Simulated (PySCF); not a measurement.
# UHF on Ne (neon, neutral)

Configuration: [Ne], closed-shell 1S. All numbers are calculated (PySCF 2.14, scalar relativity by spin-free X2C-1e, in ANO-RCC-VTZP).

* Total energy: -128.683726 hartree
* One-electron energy: -182.7935 hartree
* Hartree (Coulomb) energy: 66.2422 hartree
* Exchange energy: -12.1324 hartree
* ⟨S²⟩: 0.0000
* ⟨L²⟩: 0.000
* Sum of ⟨r⟩: 7.878 bohr
* Sum of ⟨r²⟩: 9.328 bohr²
* Langevin diamagnetic susceptibility: -7.39 ×10⁻⁶ cm³/mol

```
shell  electrons  mean orbital energy (eV)  rms radius, mean of both spins (bohr)
   1s          2                   -892.75                                  0.183
   2s          2                   -52.627                                  0.981
   2p          6                   -23.085                                   1.11
```

Spin-orbit constants ζ (cm⁻¹) from the X2C one-electron operator on these orbitals: bare nucleus, nucleus screened by l(l+1)(2l+1)/3 electrons, and screened by the Breit-Pauli mean field of the electrons.

```
shell   bare  screened nucleus  mean field
   2p  637.2             509.8       451.8
```
